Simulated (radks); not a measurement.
Ga II, 30 electrons, occupied as [Ar] 3d10 4s2 (the NIST ground configuration).

Method: scalar-relativistic Kohn-Sham, SOGGA, spin-polarised, spherical densities, finite nucleus; Fermi nuclear charge, rms radius 3.9973 fm; computed with a radial shooting solver on a logarithmic mesh with Libxc functionals.

Energy parts (Ry):
total: -3884.02973
kinetic: 3949.97425
electron-nucleus: -9346.22891
Hartree: 1659.33644
exchange-correlation: -147.11150

Orbitals (lengths in bohr, moments of r in powers of bohr; r(max) is where P^2 peaks):
orbital  occ.  eigenvalue (Ry)     <r^2>   r(max)      <r>
1s          2        -751.8242  0.003182  0.03180  0.04863
2s          2        -93.29160   0.05605   0.1825   0.2180
2p          6        -81.31457   0.04463   0.1465   0.1908
3s          2        -11.46563    0.4916   0.5648   0.6524
3p          6         -7.85667    0.5450   0.5670   0.6796
3d         10         -2.00860    0.8530   0.5330   0.8077
4s          2         -1.19235     5.631    1.850    2.213
4p          0         -0.65683     9.470    2.309    2.852

The highest occupied level is 4s at -16.223 eV. For comparison, the ionisation energy in NIST's Atomic Spectra Database is 20.515 eV (measured). In exact Kohn-Sham theory the highest level is minus the ionisation energy, but local and semilocal functionals leave it too shallow, through self-interaction and a potential that decays too fast; potentials with the right tail come closer. The density falls to 0.001 e/bohr^3 at r = 3.74 bohr. The electron density at the nucleus is 2.85e+04 e/bohr^3 (large components only).
